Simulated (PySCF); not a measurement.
Species: C5H9ClSi2.
Numbering: `[CH:1]#[C:2][C@@H:3]1[SiH2:4][CH2:5][Si@H:6]1[CH2:7][Cl:8]` (hydrogens: H9 on C1; H10 on C3; H11, H12 on Si4; H13, H14 on C5; H15 on Si6; H16, H17 on C7)

Computed geometry: GFN2-xTB, gas phase.

Problem. List the bond lengths, angles and torsions at this level.

Solution. 
```
   bond  length (Å)
  C1≡C2       1.199
  C2–C3       1.431
 C3–Si4       1.939
 Si4–C5       1.920
 C5–Si6       1.915
 Si6–C7       1.911
 C7–Cl8       1.784
 C3–Si6       1.935
  C1–H9       1.048
 C3–H10       1.092
Si4–H11       1.460
Si4–H12       1.465
 C5–H13       1.086
 C5–H14       1.087
Si6–H15       1.462
 C7–H16       1.087
 C7–H17       1.087
```

A selection of angles:
```
      angle  degrees
   C2–C1–H9    178.8
   C1–C2–C3    178.3
  C2–C3–Si4    114.8
  C2–C3–Si6    114.7
  C2–C3–H10    108.3
 Si4–C3–Si6     91.5
 Si4–C3–H10    113.2
 Si6–C3–H10    113.8
  C3–Si4–C5     87.8
 C3–Si4–H11    114.0
 C3–Si4–H12    112.8
 C5–Si4–H11    114.9
 C5–Si4–H12    114.6
H11–Si4–H12    111.0
 Si4–C5–Si6     92.7
 Si4–C5–H13    113.6
 Si4–C5–H14    115.2
 Si6–C5–H13    113.7
 Si6–C5–H14    115.2
 H13–C5–H14    106.4
  C5–Si6–C7    112.3
 C5–Si6–H15    118.1
 C7–Si6–H15    108.9
  C3–Si6–C5     88.0
  C3–Si6–C7    111.5
 C3–Si6–H15    116.7
 Si6–C7–Cl8    108.1
 Si6–C7–H16    113.3
 Si6–C7–H17    113.1
 Cl8–C7–H16    106.6
 Cl8–C7–H17    106.6
 H16–C7–H17    108.7
```

Dihedral angles: C2–C3–Si4–C5 -117° (anticlinal); C3–Si4–C5–Si6 -1° (synperiplanar); Si4–C5–Si6–C7 -111° (anticlinal); C5–Si6–C7–Cl8 -73° (synclinal); C2–C3–Si6–C5 117° (anticlinal).

Si6 (SiH silicon) has angles from 88.0° to 118.1°. The 4-membered ring C3–Si4–C5–Si6 has internal angles of 87.8° to 92.7° (sum 360°, against 360° for a flat polygon); it is almost planar, 0.01 Å rms from its mean plane, widest ring torsion 1°. The 2 C–C bonds span 1.199 Å (C1≡C2, drawn triple) to 1.431 Å (C2–C3, drawn single), a spread of 0.232 Å. Si4 (SiH2 silicon) has angles from 87.8° to 114.9°. The 5 C–Si bonds span 1.911 Å (Si6–C7, drawn single) to 1.939 Å (C3–Si4, drawn single), a spread of 0.028 Å.

Point group: C1 (no symmetry element, even within 0.4 Å). Not checked by GFN2-xTB frequencies. One conformer, not necessarily the lowest.
